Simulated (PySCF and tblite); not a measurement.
The numbers below are computed, except where a source is named.
Dynamics report: rearrangement

System: C6H7GeN, numbered as in [N:1]#[C:2][C:3]1=[CH:4][C@@H:5]([GeH3:6])[CH:7]=[CH:8]1.

Motion: shift of Ge6 from C5 to C7. Geometries: PBE0-D3(BJ)/def2-SVP; energies: PBE0/pcSseg-1 + D3(BJ); zero-point and thermal terms from GFN2-xTB harmonic modes (soft modes blended into free rotors). Rates follow Eyring's equation with the number of equivalent paths and no tunnelling. Shieldings: GIAO at the same DFT level; methyl-like tops are averaged, other torsions stay as in the two minima; line shapes leave out couplings. Run with tblite and PySCF.

```
 point  symmetry  E(GFN2) kcal/mol  E(DFT) kcal/mol  ZPE change kcal/mol  lowest mode cm⁻¹  dipole D
 start        C1               0.0              0.0                 0.00                58      5.28
saddle        Cs               8.9             11.6                -0.70              284i      5.78
   end        C1               0.0              0.0                 0.00                58      5.28
```

```
Electronic barrier                                      : 11.6 kcal/mol
Barrier with zero-point energy                          : 10.9 kcal/mol
ΔH‡ (298 K)                                             : 10.5 kcal/mol
ΔS‡ (298 K, symmetry apart)                             : -3.4 cal/(mol K)
Paths                                                   : 1 equivalent path
End point                                               : the same structure with atoms interchanged, or its mirror image
Mean lifetime of the start against this motion at 298 K : 44 µs
Cost                                                    : 5.1 min on 1 thread of Arm Neoverse V1, shared host (rough), peak memory 0.95 GiB, launched as `OMP_NUM_THREADS=1 python ens_run.py task.json out`
```

| T/K | ΔG‡ kcal/mol | k s⁻¹ |
| --- | --- | --- |
| 150 | 11.2 | 0.00018 |
| 200 | 11.3 | 2.1 |
| 250 | 11.4 | 582 |
| 298 | 11.5 | 2.3×10⁴ |
| 350 | 11.7 | 3.8×10⁵ |
| 400 | 11.8 | 2.9×10⁶ |
| 500 | 12.1 | 5.2×10⁷ |

ΔG and ΔG‡ leave out symmetry numbers and mirror images; rates count paths: 1 out.

Sites that the motion interchanges:

```
nucleus     site    ppm          scale
    ¹³C       C5   50.6  δ against TMS
    ¹³C       C7  142.7  δ against TMS
    ¹³C       C4  153.9  δ against TMS
    ¹³C       C8  138.2  δ against TMS
     ¹H  H on C5   3.91  δ against TMS
     ¹H  H on C7   6.78  δ against TMS
     ¹H  H on C4   7.28  δ against TMS
     ¹H  H on C8   6.85  δ against TMS
```

```csv
nucleus,sites,¹H MHz,spread Hz,coalescence K,k there s⁻¹
¹³C,C5 / C7,300,6951,292,1.5×10⁴
¹³C,C5 / C7,600,13902,303,3.1×10⁴
¹³C,C5 / C7,800,18536,308,4.1×10⁴
¹³C,C4 / C8,300,1182,268,2640
¹³C,C4 / C8,600,2363,277,5290
¹³C,C4 / C8,800,3151,281,7020
¹H,H on C5 / H on C7,300,862,264,1920
¹H,H on C5 / H on C7,600,1724,273,3830
¹H,H on C5 / H on C7,800,2298,277,5130
¹H,H on C4 / H on C8,300,128,242,284
¹H,H on C4 / H on C8,600,256,250,572
¹H,H on C4 / H on C8,800,342,253,761
```

Spin–orbit effects of heavy atoms on shieldings are missing.
